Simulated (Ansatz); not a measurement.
Ansatz (a quantum-chemistry and plane-wave program) input (CCSD(T)/aug-cc-pVDZ):

Ansatz 0.2 input:
```yaml
crystal:
  periodic: [false, false, false]
  atoms:
    - {symbol: C, position_ang: [-0.36244185, -1.24728259, -0.94461907]}
    - {symbol: C, position_ang: [-0.36901182, -0.15469117, 0.07324632]}
    - {symbol: C, position_ang: [-1.05163425, 1.10711289, -0.46495155]}
    - {symbol: C, position_ang: [-1.07680005, -0.62973278, 1.34965177]}
    - {symbol: O, position_ang: [0.97283835, 0.12716190, 0.51868353]}
    - {symbol: C, position_ang: [1.86994975, 0.61044752, -0.46081852]}
    - {symbol: H, position_ang: [0.29291996, -2.09647195, -0.80411154]}
    - {symbol: H, position_ang: [-1.09327089, -1.28021455, -1.74056505]}
    - {symbol: H, position_ang: [-0.59263301, 1.45087392, -1.39196840]}
    - {symbol: H, position_ang: [-2.10350774, 0.90361820, -0.67064554]}
    - {symbol: H, position_ang: [-0.99146792, 1.90722340, 0.27371798]}
    - {symbol: H, position_ang: [-2.11502386, -0.88854871, 1.14128120]}
    - {symbol: H, position_ang: [-1.05072343, 0.16368674, 2.09903227]}
    - {symbol: H, position_ang: [-0.56851957, -1.50504893, 1.75309065]}
    - {symbol: H, position_ang: [1.88774491, -0.02848150, -1.35059552]}
    - {symbol: H, position_ang: [1.63267077, 1.63424034, -0.76976109]}
    - {symbol: H, position_ang: [2.85873308, 0.60670481, -0.00399686]}
basis:
  gaussian:
    orbitals: aug-cc-pVDZ
magnetization: {spin_polarized: true, initial_magnetization: 1}
correlation: {method: ccsd_t, electrons: outside_noble_gas}
output: {forces: true}
```

End of the output:

```
Atom 3 at    -1.076800    -0.629733     1.349652 Å, force     0.101343     0.084011    -0.100877 eV/Å
Atom 4 at     0.972838     0.127162     0.518684 Å, force     0.036334    -0.157085     0.693821 eV/Å
Atom 5 at     1.869950     0.610448    -0.460819 Å, force    -0.049042     0.051041    -0.185846 eV/Å
Atom 6 at     0.292920    -2.096472    -0.804112 Å, force     0.314627    -0.423523     0.069722 eV/Å
Atom 7 at    -1.093271    -1.280215    -1.740565 Å, force    -0.365250    -0.018037    -0.396233 eV/Å
Atom 8 at    -0.592633     1.450874    -1.391968 Å, force     0.214511     0.150665    -0.432610 eV/Å
Atom 9 at    -2.103508     0.903618    -0.670646 Å, force    -0.480654    -0.113675    -0.094194 eV/Å
Atom 10 at    -0.991468     1.907223     0.273718 Å, force     0.034829     0.352955     0.346810 eV/Å
Atom 11 at    -2.115024    -0.888549     1.141281 Å, force    -0.480248    -0.117614    -0.122525 eV/Å
Atom 12 at    -1.050723     0.163687     2.099032 Å, force     0.015544     0.359761     0.326158 eV/Å
Atom 13 at    -0.568520    -1.505049     1.753091 Å, force     0.239001    -0.403990     0.170741 eV/Å
Atom 14 at     1.887745    -0.028481    -1.350596 Å, force     0.001233    -0.271214    -0.366777 eV/Å
Atom 15 at     1.632671     1.634240    -0.769761 Å, force    -0.108779     0.425547    -0.120233 eV/Å
Atom 16 at     2.858733     0.606705    -0.003997 Å, force     0.416214    -0.008522     0.202553 eV/Å
Dipole moment:    -0.113486     0.036956    -0.215405 e Å
```

It need not be the lowest isomer of its formula.
